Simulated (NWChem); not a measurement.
# CdHSF; SMILES [F][Cd][SH]

```xyz
4

Cd    -0.0109     0.3013     0.0000
F     -0.0016     2.2474     0.0000
S     -0.0484    -2.0359     0.0000
H      1.3139    -2.1143     0.0000
```
Atoms are numbered in this order, from 1.

Results from NWChem. Medium grid unless said otherwise, to which SCAN and Minnesota functionals are sensitive. Coordinates come from a PBE-D3(BJ)/def2-SVP optimisation. def2 effective core potentials on Cd; no spin-orbit coupling.

For level M06-L/def2-SVP:

```yaml
highest occupied level (eV): -6.37
orbital gap (eV): 4.14
```

Question: What are these values for level TPSSh/def2-SVP?

Answer: 
- highest occupied level (eV): -6.79
- orbital gap (eV): 4.69
